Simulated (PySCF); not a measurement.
CaHO, SMILES [OH][Ca], multiplicity 2.

Geometry optimised at PBE-D3(BJ)/def2-TZVPD.

The numbers are results of PySCF with B3LYP/def2-TZVPD, not measurements.

The molecule is in vacuum.

### Question
Estimate the frontier levels, dipole moment and polarisability. (An estimate is asked for; the answer gives what the named calculation found.)

### Answer

* **α spin, highest occupied and lowest empty level**: -3.81 and -1.00 eV
* **β spin, highest occupied and lowest empty level**: -7.42 and -2.10 eV
* **dipole moment**: 1.12 D
* **mean static polarisability**: 141.1 bohr³ (20.91 Å³)
* **polarisability, principal values**: 117.1, 153.1, 153.1 bohr³
* **⟨S²⟩**: 0.750 (pure state 0.75)
